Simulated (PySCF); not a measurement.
**Worked example: refractive index and permittivity of the vapour**

RbF, SMILES [F][Rb].

Geometry optimised at B3LYP-D3(BJ)/def2-TZVPD. The def2 effective core potentials stand for the cores of Rb; spin–orbit coupling is left out.

ωB97X/def2-TZVPD (PySCF) gives a mean static polarisability of 20.3 bohr³ and a dipole moment of 9.38 D. Take an ideal gas at 298.15 K and 0.1 bar, whether or not the substance is that volatile.

**Question.** Work out n − 1 in the optical limit and the static ε − 1.

**Answer.** 
Polarisability volume α' = 20.3 × 0.148185 = 3.01 Å³. Number density N = p/kT = 2.43e-6 Å⁻³.
Dilute limit of Lorentz–Lorenz: n − 1 = 2π N α' = 4.6e-5.
Orientation term of Debye: μ²/(3kT) = 8.098 Å³ × μ²(D²) = 712.48 Å³.
ε − 1 = 4π N (α' + μ²/3kT) = 0.022. Orientation of the dipole supplies 100 % of the static response; it can't follow optical fields. Vibrational polarisation and dispersion are left out.
